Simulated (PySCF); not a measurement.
Ga(H)2(nBu), C4H11Ga, SMILES CCC[CH2][GaH2] (GFN2-xTB optimised geometry):

```
16

Ga    -2.434     0.755     0.000
H     -3.414     2.007     0.000
H     -3.205    -0.632     0.023
C     -0.397     0.755     0.000
C      0.025    -0.683     0.328
C      1.525    -0.939     0.174
C      2.364    -0.163     1.183
H      0.011     1.052    -0.974
H      0.003     1.462     0.735
H     -0.279    -0.925     1.354
H     -0.518    -1.371    -0.337
H      1.713    -2.007     0.304
H      1.835    -0.669    -0.839
H      2.045    -0.390     2.199
H      2.274     0.909     1.026
H      3.414    -0.431     1.087
```

Method: PBE0/def2-TZVP run with PySCF.

What are the frontier orbital energies and the dipole moment?

HOMO-2 -9.08 eV, HOMO-1 -8.06 eV, HOMO -7.46 eV, LUMO -1.44 eV, LUMO+1 0.67 eV; dipole moment 0.97 D.

On the same geometry PBE/def2-TZVP run with PySCF gives HOMO-2 -7.71 eV, HOMO-1 -6.82 eV, HOMO -6.30 eV, LUMO -2.26 eV, LUMO+1 -0.17 eV; dipole moment 1.01 D.

Meta-Löwdin charges at PBE0/def2-TZVP: Ga1 0.34, H2 -0.08, H3 -0.09, C4 -0.41, C5 -0.18, C6 -0.19, C7 -0.35, H8 0.12, H9 0.12, H10 0.10, H11 0.10, H12 0.10, H13 0.10, H14 0.11, H15 0.11, H16 0.12.
